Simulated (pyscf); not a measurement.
**HO–Sb•–OH, doublet**

Gas-phase minimum from PySCF at ωB97X-D3(BJ)/def2-SVP, one conformer. Other isomers of HO–Sb•–OH were not searched in full and may lie lower. 

```xyz
5

O      0.9940    -1.3426    -1.0218
Sb    -0.0332     0.1740    -1.7966
O     -0.6433     0.9174    -0.0596
H      0.4222    -2.0621    -0.7244
H     -0.0561     0.6296     0.6538
```
Charge 0, spin multiplicity 2.

Bonds (Å): O1–Sb2 1.989, O1–H4 0.966, Sb2–O3 1.985, O3–H5 0.968. Bond angles (°): Sb2–O1–H4 112.5, O1–Sb2–O3 95.9, Sb2–O3–H5 110.3.

Properties at ωB97X-D3(BJ)/def2-SVP:

```yaml
harmonic_wavenumbers_unscaled: 59, 189, 295, 619, 641, 812, 843, 3861, 3877 cm⁻¹
zero_point_energy: 16.0 kcal/mol
rotational_symmetry_number: 1
Entropy of this conformer at 298 K and 1 atm, rigid rotor and harmonic oscillator, modes under 100 cm⁻¹ raised to 100: 315.1 J/(mol K)
dipole_moment: 1.15 D
Spin expectation value S2: 0.754
```

Single-point totals, which compare only within one level (frozen core for MP2 and CC):

```tsv
level	total energy (hartree)
ωB97X-D3(BJ)/def2-TZVP	-392.08378
PBE/def2-TZVP	-391.83251
r²SCAN/def2-TZVP	-392.01156
B3LYP-D3(BJ)/def2-TZVP	-392.07813
PBE0-D3(BJ)/def2-TZVP	-391.83585
M06-2X/def2-TZVP	-391.85399
ωB97M-D3(BJ)/def2-TZVP	-392.07096
UHF/def2-TZVPP	-390.24131
MP2/def2-TZVPP	-391.05586
CCSD/def2-TZVPP	-391.04978
CCSD(T)/def2-TZVPP	-391.07786
```

Soft torsions are taken as harmonic, which can shift the entropy by several J/(mol K). The CCSD(T) − MP2 part came from Ansatz, without density fitting, on the same reference. The frozen core leaves the outer d or s,p core shells of the metals and heavy elements correlated in the MP2 and CC values, and def2-TZVPP describes them poorly, so these totals are far from the basis limit. Elements past Kr carry the def2 core potentials, without spin-orbit coupling.
